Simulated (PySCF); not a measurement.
Te⁻ (tellurium, charge -1) across methods

[Kr] 4d10 5s2 5p5, 2P determinant. Calculation: PySCF 2.14, in aug-cc-pVQZ-PP with ECP28MDF; a scalar-relativistic core potential. The B2PLYP total includes its PT2 part (frozen core); its orbital energies are those of the SCF part.

```
 method  E (hartree)  mean ε 5s β (eV)  mean ε 5p α (eV)  mean ε 5p β (eV)  Σ⟨r²⟩ (bohr²)   ⟨S²⟩
 B2PLYP    -267.7895           -10.597            -1.497            -0.818          80.46  0.756
r2SCANh    -268.1543            -8.685            -0.391             0.256          79.74  0.758
   PBE0    -268.0703            -9.301            -0.738            -0.121          80.13  0.755
LC-wPBE    -268.0942           -12.381            -3.065            -2.419          78.00  0.756
    PBE    -268.0506            -7.958             0.175             0.715          81.86  0.754
r2SCAN0    -268.1394            -9.478            -0.915            -0.237          79.35  0.758
    UHF   -267.04573           -12.581            -3.003            -2.067          80.02  0.764
 r2SCAN    -268.1644            -8.158            -0.045             0.581          80.02  0.758
    LDA    -267.6722            -8.269             0.085             0.598          81.46  0.752
```

Energies and moments cover only the electrons outside the core potential.

The highest occupied level is positive at r2SCANh, PBE, r2SCAN, LDA: only the finite basis holds that electron, which in a density functional comes from self-interaction.
